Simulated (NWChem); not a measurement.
System: CH6BNO2; SMILES CNB(O)O

```xyz
11

B      0.0064    -0.5510     0.0000
N      0.6551     0.7078     0.0000
C     -0.0141     1.9819     0.0000
H      1.6650     0.7567     0.0000
H      0.2296     2.5883    -0.8912
H      0.2296     2.5883     0.8912
H     -1.0993     1.8146     0.0000
O     -1.3633    -0.5923     0.0000
H     -1.6728    -1.5023     0.0000
O      0.6832    -1.7512     0.0000
H      1.6386    -1.6614     0.0000
```
Atoms are numbered in this order, from 1.

Results from NWChem. Pople sets run with spherical d functions. All runs use the structure optimised with PBE0/def2-SVP. GIAO values for the isolated, static molecule; σ is the absolute isotropic shielding, δ = σ(reference) − σ with the isolated reference molecule computed at the same levels (11B: boron trifluoride, 13C: tetramethylsilane, 1H: tetramethylsilane, 15N: ammonia).

Question: Predict the results for Hartree-Fock/6-31G*. Quantities: δ B1 (ppm); δ N2 (ppm); δ C3 (ppm); δ H4 (ppm); δ H5 (rotor mean) (ppm); δ H9 (ppm); δ H11 (ppm).

Answer: 
```yaml
"δ B1 (ppm)": 10.8
"δ N2 (ppm)": 24.1
"δ C3 (ppm)": 26.3
"δ H4 (ppm)": 0.21
"δ H5 (rotor mean) (ppm)": 2.64
"δ H9 (ppm)": 2.54
"δ H11 (ppm)": 1.99
```
